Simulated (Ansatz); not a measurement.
## Ansatz (development build ahead of 0.2.0) run

```yaml
crystal:
  periodic: [false, false, false]
  atoms:
    - { symbol: Yb, position_ang: [0.0, 0.0, 0.0] }
basis:
  gaussian: { orbitals: def2-SVP }
total_charge: 1
magnetization:
  initial_magnetization: 1
hamiltonian:
  xc: pbe0
output:
  forces: true
```

The input is written out in the form of the current development build from the run's settings. The basis set brings a core potential for Yb, so the total leaves out those core electrons.

Output:

| Quantity | Value |
| --- | --- |
| Converged | yes |
| Total energy | -1158.93229 hartree |
| Spin squared of the determinant | 0.750 |
| Stability test | minimum among restricted orbitals |

Forces (eV/Å):
```csv
atom,Fx,Fy,Fz
Yb1,0.000,0.000,0.000
```

Caution: no unrestricted run beside it, a lower state can exist.
